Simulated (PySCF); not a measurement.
**Electron correlation in Sn⁺ (tin, charge +1)**

[Kr] 4d10 5s2 5p1, 2P determinant. Computed with PySCF 2.14 in def2-TZVPPD with the def2 core potential (28 electrons) (7s5p4d2f, 56 functions), with a scalar-relativistic core potential. Frozen: nothing; 21 electrons correlated.

```json
{"level": "CCSD", "correlation energy (mhartree)": "-307.90"}
{"level": "(T)", "correlation energy (mhartree)": "-7.44"}
{"level": "CCSD(T)", "correlation energy (mhartree)": "-315.34"}
```

Diagnostics: T1 = 0.010, D1 = 0.0412, largest double amplitude 0.075.

Cost of the coupled-cluster step: about 24 core-seconds, for 21 correlated electrons.

Iterations:

```
CC2 = 0
CCSD nocc = (np.int64(11), np.int64(10)), nmo = (56, 56)
frozen orbitals [[], []]
max_cycle = 100
direct = 0
conv_tol = 1e-08
conv_tol_normt = 1e-06
diis_space = 8
diis_start_cycle = 0
Init t2, MP2 energy = -0.315291190063208
Init E_corr(UCCSD) = -0.31529119006363
cycle = 1  E_corr(UCCSD) = -0.299106187383597  dE = 0.0161850027  norm(t1,t2) = 0.0637599
cycle = 2  E_corr(UCCSD) = -0.307215138182661  dE = -0.0081089508  norm(t1,t2) = 0.0173652
cycle = 3  E_corr(UCCSD) = -0.307178092396069  dE = 3.70457866e-05  norm(t1,t2) = 0.00693049
cycle = 4  E_corr(UCCSD) = -0.307920977539857  dE = -0.000742885144  norm(t1,t2) = 0.00218187
cycle = 5  E_corr(UCCSD) = -0.307912075352843  dE = 8.90218701e-06  norm(t1,t2) = 0.000345822
cycle = 6  E_corr(UCCSD) = -0.307902359249119  dE = 9.71610372e-06  norm(t1,t2) = 6.77831e-05
cycle = 7  E_corr(UCCSD) = -0.307904555413503  dE = -2.19616438e-06  norm(t1,t2) = 1.4601e-05
cycle = 8  E_corr(UCCSD) = -0.307904585401282  dE = -2.9987779e-08  norm(t1,t2) = 2.31117e-06
cycle = 9  E_corr(UCCSD) = -0.307904557469188  dE = 2.79320947e-08  norm(t1,t2) = 6.28266e-07
cycle = 10  E_corr(UCCSD) = -0.307904558861686  dE = -1.39249817e-09  norm(t1,t2) = 1.43092e-07
UCCSD converged
E(UCCSD) = -213.3960927247647  E_corr = -0.3079045588616857
UCCSD(T) correction = -0.00744394258254348
```

The basis has no tight functions for the innermost shells, so their pair energies are far from complete.

This basis was not built for core-valence correlation, so the inner-shell part is incomplete.
